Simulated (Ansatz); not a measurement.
**Abstraction of Cl: SnH2Cl2 + CH2F → SnH2Cl + CH2ClF**

Species: SnH2Cl2 `[Cl][SnH2][Cl]`, singlet; CH2F `[CH2]F`, doublet; SnH2Cl `[Cl][SnH2]`, doublet; CH2ClF `FCCl`, singlet. A radical takes Cl: the energy is the difference in strength between the Sn–Cl bond broken and the C–Cl bond made.

Shapes, held fixed at every level: PBE0-D4/def2-TZVP. Programs: Ansatz 0.2.0. The zero-point and thermal change to 298 K, harmonic and unscaled (PBE0-D4/def2-TZVP), is +6.6 kJ/mol.

```tsv
level	kind	ΔH(298 K) (kJ/mol)	less CCSD(T)/def2-TZVPP	CPU time (sum over the molecules)
MP2/def2-TZVPP	perturbation theory	+27.7	-1.1	–
BHLYP-D4/def2-TZVPP	global hybrid	+40.0	+11.2	11 s
PBE0-D4/def2-TZVPP	global hybrid	+24.6	-4.2	9.8 s
r2SCAN0-D4/def2-TZVPP	global hybrid	+35.9	+7.1	18 s
wB97M-V/def2-TZVPP	range-separated hybrid	+23.1	-5.7	37 s
CCSD(T)/def2-SVP	coupled cluster or CI	+30.0	+1.2	7.7 s
CCSD/def2-SVP	coupled cluster or CI	+33.6	+4.8	–
CCSD(T)/def2-TZVPP	coupled cluster or CI	+28.8	0.0	54 s
```

The highest level, CCSD(T)/def2-TZVPP, gives ΔH(298 K) = +28.8 kJ/mol; the levels span +23.1 to +40.0. The column of differences is taken from that level and isn't an error. No measured value is set beside it here. Open shells run unrestricted. For atoms past krypton def2 sets carry core potentials with scalar relativity. Outer-core shells of Sn are correlated in most correlated rows, in sets that cover them unevenly. Times are processor times on shared x86 and Arm servers, and rough.
